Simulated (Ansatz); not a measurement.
All numbers were calculated with Ansatz.

A structure relaxed at PBE0-D4/def2-TZVP, charge 0, multiplicity 1:

```xyz
10

O    -1.0489    0.4502    1.3763
Ga    0.2693   -0.3160    0.4153
O     1.7842    0.6233    0.1785
O     0.3303   -2.1034    0.3031
S    -0.7722    0.3043   -1.8923
H    -0.7477    1.2264    1.8529
H     2.5553    0.0611    0.0802
H    -0.3569   -2.5265    0.8216
H    -1.8681    0.7877   -1.2807
H    -0.1454    1.4929   -1.8549
```

**Question.** Give its formula and SMILES.

**Answer.** GaH5O3S, `[OH][Ga-]([OH])([OH])[SH2+]`.

**Question.** Summarise the bond lengths by kind.

**Answer.** 3 × Ga–O 1.792 to 1.802 Å; 3 × H–O 0.959 Å; 1 × Ga–S 2.607 Å; 2 × H–S 1.344 to 1.345 Å.
